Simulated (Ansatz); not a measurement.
```yaml
crystal:
  periodic: [false, false, false]
  atoms:
    - {symbol: C, position_ang: [0.392633, 2.427961, 0.291513]}
    - {symbol: Ga, position_ang: [-0.147652, 0.659648, 1.056707]}
    - {symbol: O, position_ang: [-0.087768, -0.667278, -0.163673]}
    - {symbol: Si, position_ang: [-0.346819, -2.264194, -0.347706]}
    - {symbol: H, position_ang: [0.336169, 3.224830, 1.029935]}
    - {symbol: H, position_ang: [-0.275179, 2.636273, -0.547135]}
    - {symbol: H, position_ang: [1.414886, 2.323062, -0.078334]}
    - {symbol: H, position_ang: [-0.779751, -2.904762, 0.928171]}
    - {symbol: H, position_ang: [-1.407087, -2.498659, -1.366110]}
    - {symbol: H, position_ang: [0.900569, -2.936892, -0.803356]}
basis:
  gaussian: {orbitals: def2-SVPD, final_grid: {core_spheres: 20, valence_spheres: 16, degree: 47}}
magnetization: {spin_polarized: true, initial_magnetization: 1}
hamiltonian: {xc: {name: B3LYP-D3}}
scf: {lower_state_search: light}
```

```sh
$ ansatz run in.yaml --threads 4 --pin off --events-out ev --progress --plain --max-ram 10444MiB
```

Shortened log:

```
Error: YAML parse error: error: line 17 column 19: hamiltonian.xc: no functional is named "B3LYP-D3"; the names, which are not case-sensitive, are SVWN5, SPW92, PBE, PBE0, PBEsol, revPBE, revPBE0, RPBE, rPW86-PBE, HSE06, wPBEh, LC-wPBE, HISS, HF, BLYP, B3LYP, B3LYP5, BHLYP, CAM-B3LYP, r2SCAN, r2SCANh, r2SCAN0, r2SCAN50, m-r2SCAN, B97, wB97, wB97X, wB97X-V, B97M-V, wB97M-V, B2PLYP, B2GP-PLYP, PBE0-DH, PBE-QIDH
15 |   gaussian: {orbitals: def2-SVPD, final_grid: {core_spheres: 20, valence_spheres: 1…
16 | magnetization: {spin_polarized: true, initial_magnetization: 1}
17 | hamiltonian: {xc: {name: B3LYP-D3}}
18 | scf: {lower_state_search: light}
```

Task: Something in this input is off. What?

Result: The method's name isn't one that the program takes here. The input was rejected before any iteration.

HSE06 is defined as in plane-wave codes.
